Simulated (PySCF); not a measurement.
System: bromo(dimethyl)borane, C$_{2}$H$_{6}$BBr, net charge 0, singlet state. 
Geometry from a B3LYP-D3(BJ)/def2-TZVP (Ansatz) optimisation:
SMILES: BrB(C)C
```xyz
10

B      0.0527    -0.8823     0.2908
C      1.4306    -1.6002     0.1932
C     -1.2428    -1.5454     0.8436
Br    -0.0577     0.9664    -0.3186
H      2.2899    -0.9325     0.2463
H      1.4712    -2.0877    -0.7907
H      1.5355    -2.3970     0.9335
H     -1.2656    -1.3557     1.9257
H     -1.2352    -2.6315     0.7240
H     -2.1663    -1.1362     0.4356
```

Dispersion corrections to the total energy (kcal/mol) from the dftd3 and dftd4 libraries through PySCF: D3(BJ) without and D4 with the three-body term, each with the damping fitted for the functional named.

| functional | D3(BJ) | D4 |
|---|---|---|
| PW6B95 | -2.41 | [?] |
| TPSS | [?] | -5.80 |
| B3LYP | -8.03 | -6.92 |
| r2SCAN | [?] | -1.04 |
| HSE06 | -3.11 | -3.37 |
| CAM-B3LYP | -3.70 | -3.67 |
| LC-wPBE | -4.40 | -4.78 |

Question: What belongs in the gaps?

Answer: 
- PW6B95, D4: -3.62
- TPSS, D3(BJ): -5.81
- r2SCAN, D3(BJ): -1.29
